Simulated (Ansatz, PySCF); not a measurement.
PySCF was given this input:
```python
from pyscf import gto, scf, dft

mol = gto.M(
    atom='''
Al   -0.000055   -0.018048    0.009502
I    -2.214325   -1.527828   -0.069272
I     0.007225    2.350478   -1.237457
I     2.207113   -0.818222    1.304398
''',
    basis='def2-svp',
    ecp={'I': 'def2-svp'},
    charge=-1,
    spin=1,
    verbose=4,
)

mf = dft.UKS(mol)
mf.xc = 'b3lyp'
mf.grids.atom_grid = (99, 590)
mf.grids.prune = None
mf.kernel()
```

Write the same job for Ansatz (a program for electronic structure).

This is not unique; one that fits is 
Ansatz 0.2 input:
```yaml
crystal:
  periodic: [false, false, false]
  atoms:
    - {symbol: Al, position_ang: [-0.00005548, -0.01804802, 0.00950175]}
    - {symbol: I, position_ang: [-2.21432464, -1.52782833, -0.06927200]}
    - {symbol: I, position_ang: [0.00722505, 2.35047760, -1.23745696]}
    - {symbol: I, position_ang: [2.20711320, -0.81822240, 1.30439834]}
basis:
  gaussian:
    orbitals: def2-SVP
hamiltonian:
  xc: b3lyp
total_charge: -1
magnetization: {spin_polarized: true, initial_magnetization: 1}
accuracy: high
```

Both were run: PySCF gave -1135.980373 Eh and Ansatz -1135.980376 Eh, 0.003 mEh apart.
